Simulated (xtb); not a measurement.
HKO (SMILES [OH][K]), singlet, from a rough starting geometry (GFN-xTB shapes and energies of metal compounds can be far from the true ones); GFN2-xTB in xtb 6.7.1.

Input for xtb:
```
$ xtb mol.xyz --gfn 2 --opt vtight --json

# file mol.xyz
3

K     -1.15142255    -0.75757796    -0.97974648
O      0.41809462    -0.06468660     0.34080654
H      0.78069812     0.75091815     0.66925796
```

The log (banner, timings and long lists left out):

```
   ID    Z sym.   atoms
    1   19 K      1
    2    8 O      2
    3    1 H      3

           -------------------------------------------------
          |                Calculation Setup                |
           -------------------------------------------------

           -------------------------------------------------
          |                 G F N 2 - x T B                 |
           -------------------------------------------------

          ...................................................
          :                      SETUP                      :
          :.................................................:
          :  # basis functions                   9          :
          :  # atomic orbitals                   9          :
          :  # shells                            5          :
          :  # electrons                         8          :
          :  max. iterations                   250          :
          :  Hamiltonian                  GFN2-xTB          :
          :  restarted?                      false          :
          :  GBSA solvation                  false          :
          :  PC potential                    false          :
          :  electronic temp.          300.0000000     K    :
          :  accuracy                    1.0000000          :
          :  -> integral cutoff          0.2500000E+02      :
          :  -> integral neglect         0.1000000E-07      :
          :  -> SCF convergence          0.1000000E-05 Eh   :
          :  -> wf. convergence          0.1000000E-03 e    :
          :  Broyden damping             0.4000000          :
          :  net charge                          0          :
          :  unpaired electrons                  0          :
          ...................................................

 iter      E             dE          RMSdq      gap      omega  full diag
   1     -4.3222176 -0.432222E+01  0.146E+01    0.16       0.0  T
   2     -4.7103027 -0.388085E+00  0.922E+00    8.30       1.0  T
   3     -4.7307978 -0.204951E-01  0.666E+00    5.33       1.0  T
   4     -4.7756666 -0.448688E-01  0.244E+00    0.89       1.0  T
   5     -4.7367022  0.389644E-01  0.427E+00    0.47       1.0  T
   6     -4.7577867 -0.210845E-01  0.359E+00    2.01       1.0  T
   7     -4.7513577  0.642901E-02  0.397E+00    2.56       1.0  T
   8     -4.7597538 -0.839613E-02  0.304E+00    1.83       1.0  T
   9     -4.7585732  0.118064E-02  0.318E+00    1.91       1.0  T
[...]
         :: total energy              -4.754873064034 Eh    ::
 * total energy  :    -4.7548731 Eh     change       -0.1215170E-09 Eh
 * total energy  :    -4.7549101 Eh     change       -0.3699780E-04 Eh
 * total energy  :    -4.7549124 Eh     change       -0.2296550E-05 Eh
 * total energy  :    -4.7549131 Eh     change       -0.7243780E-06 Eh
 * total energy  :    -4.7549133 Eh     change       -0.2252902E-06 Eh
 * total energy  :    -4.7549133 Eh     change       -0.3000710E-07 Eh
   *** GEOMETRY OPTIMIZATION CONVERGED AFTER 6 ITERATIONS ***
         :: total energy              -4.754913338209 Eh    ::
[...]
         4        2.0000           -0.3021804              -8.2227 (HOMO)
         5        0.0000           -0.2718555              -7.3976 (LUMO)
         6                         -0.0947766              -2.5790
         7                         -0.0884311              -2.4063
         8                          0.0280006               0.7619
         9                          0.3406783               9.2703
      -------------------------------------------------------------
                  HL-Gap            0.0303249 Eh            0.8252 eV
             Fermi-level           -0.2869601 Eh           -7.8086 eV

     #   Z          covCN         q      C6AA      α(0)
     1  19 K        0.830     0.648   177.577    44.510
     2   8 O        1.450    -0.850    32.250     7.653
     3   1 H        0.992     0.201     1.089     1.631

 Mol. C6AA /au·bohr⁶  :        353.072868
 Mol. C8AA /au·bohr⁸  :      42543.844858
 Mol. α(0) /au        :         53.794337

Wiberg/Mayer (AO) data.
largest (>0.10) Wiberg bond orders for each atom

 ---------------------------------------------------------------------------
     #   Z sym  total        # sym  WBO       # sym  WBO       # sym  WBO
 ---------------------------------------------------------------------------
     1  19 K    0.628 --     2 O    0.620
     2   8 O    1.571 --     3 H    0.951     1 K    0.620
     3   1 H    0.960 --     2 O    0.951
 ---------------------------------------------------------------------------

Topologies differ in total number of bonds
Writing topology from bond orders to xtbtopo.mol

molecular dipole:
                 x           y           z       tot (Debye)
 q only:       -1.774      -0.545      -1.484
   full:       -1.660      -0.632      -1.393       5.739
molecular quadrupole (traceless):
                xx          xy          yy          xz          yz          zz
 q only:        1.028       3.795      -0.869       3.858       3.229      -0.159
  q+dip:        0.380       4.819       0.232       3.544       4.123      -0.612
   full:        0.227       5.178       0.618       3.825       4.449      -0.845

optimized geometry written to: xtbopt.xyz

           -------------------------------------------------
          | TOTAL ENERGY               -4.754913338209 Eh   |
          | GRADIENT NORM               0.000028838255 Eh/α |
          | HOMO-LUMO GAP               0.825181960460 eV   |
           -------------------------------------------------
```
